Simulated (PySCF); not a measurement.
Identify the unknown among the candidates.

All candidates are C5H9NO.

| technique | computed result |
| --- | --- |
| Polarisability | 70.2 au [PBE0/def2-SVPD] |
| UV, strongest line | among the 6 lowest singlet transitions: S3 at 6.25 eV (198 nm, f = 0.012) [TDDFT PBE0/def2-SVPD] |
| 13C NMR | chemical shifts (computed TMS as zero) by class: 172.3 (1 C), 98.2 (1 C), 58.7 (1 C), 57.7 (1 C), 57.1 (1 C) ppm [GIAO PBE0/pcSseg-1] |
| Rotational structure | rotational constants A, B, C: 6.594, 1.873, 1.519 GHz [GFN2-xTB] |
| Dipole | 2.01 D [PBE0/def2-SVPD] |
| UV, first state | lowest singlet excitation: 5.93 eV (209 nm, f = 0.008) [TDDFT PBE0/def2-SVPD] |

The electronic properties come from PySCF, for the isolated species, density fitting. Levels stand in brackets. Geometry: GFN2-xTB, one conformer, isolated molecule. NMR classes are plain means over equivalent atoms (diastereotopic ones count apart unless rotation or inversion swaps them), as if these changed places fast.

Question: Which candidate is it?
A. `C=CC(=O)CCN`
B. `O=C1CCCCN1`
C. `COC1=CCNC1`

Answer: C. It is `COC1=CCNC1`. Numbering: `[CH3:1][O:2][C:3]1=[CH:4][CH2:5][NH:6][CH2:7]1`. Its formula, C5H9NO, gives 2 degrees of unsaturation: 1 ring and 1 π bond in the structure found. 5 carbons fall into 5 classes; from least to most shielded: vinylic carbon bearing oxygen [C3] (172.3 ppm), alkene CH carbon [C4] (98.2 ppm), methoxy carbon [C1] (58.7 ppm), ring sp3 carbon bound to nitrogen [C7] (57.7 ppm), ring sp3 carbon bound to nitrogen [C5] (57.1 ppm). The optimised geometry has point group C1 and is an asymmetric top.

The others, at the same levels:
- `O=C1CCCCN1` fails: its computed 13C shifts are 169.5 (1 C), 46.0 (1 C), 34.9 (1 C), 27.0 (1 C), 25.8 (1 C) ppm, rotational constant A is 4.647 GHz (against 6.594 GHz) and smallest rotational constant is 1.755 GHz (against 1.519 GHz).
- `C=CC(=O)CCN` fails: its computed 13C shifts are 201.5 (1 C), 140.6 (1 C), 137.0 (1 C), 58.1 (1 C), 43.0 (1 C) ppm, rotational constant A is 8.453 GHz (against 6.594 GHz) and smallest rotational constant is 1.077 GHz (against 1.519 GHz).

Each candidate is one conformer, not necessarily the lowest. The conformers computed, where there is a choice (atom-mapped SMILES and torsion angles):
- `[CH2:1]=[CH:2][C:3](=[O:4])[CH2:5][CH2:6][NH2:7]`: C1–C2–C3–O4 2°, C2–C3–C5–C6 -179°, C3–C5–C6–N7 180°, H–N7–C6–C5 -60°, H–N7–C6–C5 60°

The conformers of `COC1=CCNC1` and `O=C1CCCCN1` aren't listed.
